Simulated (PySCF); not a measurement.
**Substituent chemical shifts**

Parent skeleton `[CH2:1]1[CH2:2][NH:3][SiH2:4][CH2:5]1`; one hydrogen on atom 5 is replaced by X. Hydrogens on one atom are averaged.

[PySCF 2.14: PBE0/pcSseg-1 with gauge-including orbitals; structure optimised with PBE0-D3(BJ)/def2-SVP; non-relativistic Hamiltonian; one averaged value for each set of equivalent atoms; in vacuum; a single conformation]

Shifts are taken against calculated references (same method and geometry level): TMS for $^{13}$C and $^{29}$Si and $^{1}$H; $^{15}$N against NH3.

Parent (X = H): C1 28.7, C2 48.4, N3 23.0, Si4 -23.3, C5 8.9, H(C1) 1.75, H(C2) 3.01, H(Si4) 4.85, H(C5) 0.89 ppm. Effects are Δδ = δ(X) − δ(H), positive for deshielding.

(1) Order these by the shift of C5, most shielded first.
A. X = CF=CF2
B. X = iPr
C. X = N-pyrrolidinyl
D. X = NMe2

(2) Order these by the shift of Si4, most shielded first.
A. X = CF=CF2
B. X = iPr
C. X = N-pyrrolidinyl

(3) Order these by the shift of N3, most shielded first.
A. X = NHCH3
B. X = SO3H
C. X = CF=CF2

Answers

(1) A (+15.4 ppm), B (+25.4 ppm), C (+43.5 ppm), D (+47.0 ppm).

(2) A (-3.4 ppm), C (-0.2 ppm), B (+2.9 ppm).

(3) A (-2.4 ppm), B (-0.1 ppm), C (+1.6 ppm).

Experimental scales use liquid or dissolved standards, which lie at an offset from isolated NH3 (liquid NH3: subtract about 20 ppm).
